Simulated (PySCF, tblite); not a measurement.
Isomers of C5H12OSi, one GFN2-xTB conformer each. Single-point energies are computed at PBE0/pcSseg-1 (PySCF, gas phase, no added dispersion term), electronic only.

```csv
SMILES,GFN2-xTB relative energy (kJ/mol)
CC(C)[C@H]1CO[SiH2]1,5.7
C[Si]1(C)CCCO1,0.0
CCC[C@H]1OC[SiH2]1,184.1
C[C@@H](O)[C@H]1CC[SiH2]1,154.0
```

Conformers: `[CH3:1][CH:2]([CH3:3])[C@H:4]1[CH2:5][O:6][SiH2:7]1` with C1–C2–C4–C5 -168°; `[CH3:1][Si:2]1([CH3:3])[CH2:4][CH2:5][CH2:6][O:7]1` with C1–Si2–C4–C5 134°, Si2–C4–C5–C6 -34°, C4–C5–C6–O7 40°, C5–C6–O7–Si2 -26°; `[CH3:1][CH2:2][CH2:3][C@H:4]1[O:5][CH2:6][SiH2:7]1` with C1–C2–C3–C4 -177°, C2–C3–C4–O5 65°; `[CH3:1][C@@H:2]([OH:3])[C@H:4]1[CH2:5][CH2:6][SiH2:7]1` with C1–C2–O3–H 61°, C1–C2–C4–C5 75°, C2–C4–C5–C6 129°, C4–C5–C6–Si7 -9°, C5–C6–Si7–C4 7°, C2–C4–Si7–C6 -127°.

Q: What does PBE0/pcSseg-1 give for the same structures?

A: 
```json
{"SMILES": "C[Si]1(C)CCCO1", "PBE0/pcSseg-1 E (Eh)": "-562.04846", "PBE0/pcSseg-1 (kJ/mol)": "0.0", "GFN2-xTB (kJ/mol)": "0.0", "point group": "C1"}
{"SMILES": "CC(C)[C@H]1CO[SiH2]1", "PBE0/pcSseg-1 E (Eh)": "-561.98712", "PBE0/pcSseg-1 (kJ/mol)": "161.1", "GFN2-xTB (kJ/mol)": "5.7", "point group": "C1"}
{"SMILES": "C[C@@H](O)[C@H]1CC[SiH2]1", "PBE0/pcSseg-1 E (Eh)": "-561.95686", "PBE0/pcSseg-1 (kJ/mol)": "240.5", "GFN2-xTB (kJ/mol)": "154.0", "point group": "C1"}
{"SMILES": "CCC[C@H]1OC[SiH2]1", "PBE0/pcSseg-1 E (Eh)": "-561.93620", "PBE0/pcSseg-1 (kJ/mol)": "294.7", "GFN2-xTB (kJ/mol)": "184.1", "point group": "C1"}
```

Both levels put the same isomer lowest; measured from each level's own lowest isomer, the values differ by up to 155.4 kJ/mol (CC(C)[C@H]1CO[SiH2]1: 5.7 against 161.1). As drawn, the lowest has an Si–O bond, which the highest lacks; the highest has a four-membered ring, which the lowest lacks.

Q: Which frontier levels, dipoles and rotational constants go with these structures?

A: 
```tsv
SMILES	HOMO (eV, PBE0/pcSseg-1)	LUMO (eV)	dipole (D)	A, B, C (MHz)
C[Si]1(C)CCCO1	-7.48	1.25	1.27	3093, 1705, 1617
CC(C)[C@H]1CO[SiH2]1	-7.72	-0.08	1.87	3801, 1519, 1168
C[C@@H](O)[C@H]1CC[SiH2]1	-7.44	0.48	1.61	3579, 1542, 1161
CCC[C@H]1OC[SiH2]1	-7.08	-0.05	1.76	4962, 1068, 962.7
```

Q: What happens when harmonic zero-point energies from GFN2-xTB frequencies are added?

A: 
| SMILES | ZPE (kJ/mol) | electronic (kJ/mol) | with ZPE (kJ/mol) |
| --- | --- | --- | --- |
| C[Si]1(C)CCCO1 | 424.1 | 0.0 | 0.0 |
| CC(C)[C@H]1CO[SiH2]1 | 416.4 | 161.1 | 153.4 |
| C[C@@H](O)[C@H]1CC[SiH2]1 | 412.3 | 240.5 | 228.7 |
| CCC[C@H]1OC[SiH2]1 | 411.4 | 294.7 | 282.0 |

The zero-point energies span 12.7 kJ/mol. The order is unchanged.
